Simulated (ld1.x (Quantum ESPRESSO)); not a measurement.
**Mo (Z = 42): excitation energies, all-electron against PAW**

ld1.x (Quantum ESPRESSO) 7.5 input, shortened:

```
&input
   title='Mo', zed=42., rel=0, dft='PBE', iswitch=3,
   config='[Kr] 4d5.5 5s0.5 5p0'
 /
 &inputp
   pseudotype=3, lpaw=.true., tm=.true., lloc=-1, rcloc=4.40,
   nlcc=.true.,
   which_augfun='BESSEL', rmatch_augfun=2.85
 /
6
5S  1  0   0.50   0.00  3.25  3.50  0.0
5S  1  0   0.00   0.55  3.25  3.50  0.0
5P  2  1   0.00   0.00  4.20  4.70  0.0
5P  2  1   0.00   2.40  4.20  4.70  0.0
4D  3  2   5.50   0.00  2.50  2.70  0.0
4D  3  2   0.00   1.60  2.50  2.70  0.0
 &test
   configts(1)='4d5.5 5s0.5 5p0'
 /
```

Energies are relative to the spin-unpolarised reference configuration 4d5.5 5s0.5 5p0; without spin polarisation the order of configurations can differ from experiment.

```
valence configuration  charge  ΔE all-electron (eV)  error AE − PS (meV)
          4d5 5s1 5p0       0                -0.036                 -7.4
          4d5 5s0 5p0      +1                 6.481                  -11
          4d4 5s0 5p0      +2                22.164                 -144
        4d5 5s0.5 5p0    +0.5                 2.525                 -6.3
          4d4 5s1 5p0      +1                 8.338                  -98
          4d2 5s0 5p0      +4                89.248                -2052
```

Problem. What are ΔE and the potential's error for 4d6 5s0 5p0?

Solution. ΔE = 0.274 eV all-electron; the error (AE − PS) is -5.0 meV.

Levels in the configuration 4d5 5s0 5p0:

| level | all-electron (eV) | pseudo (eV) |
| --- | --- | --- |
| 4d | -10.564 | -10.600 |
